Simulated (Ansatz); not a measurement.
Dissociation curve of SMILES [SeH2] (H2Se). The Se1–H3 bond (Se1 also carries H; H3 carries nothing else) is varied alone, starting from the PBE0/def2-TZVP optimised geometry.

Computed with full CI/cc-pVDZ, cores with 3d frozen (Ansatz, a quantum-chemistry and plane-wave program).

Q: Relative to R = 1.47 Å, what are the energies at R = 1.42, 2.88, 3.93, 5.13 Å?

A: 0.8 kcal/mol at 1.42 Å, 72.8 kcal/mol at 2.88 Å, 79.5 kcal/mol at 3.93 Å, 79.9 kcal/mol at 5.13 Å.
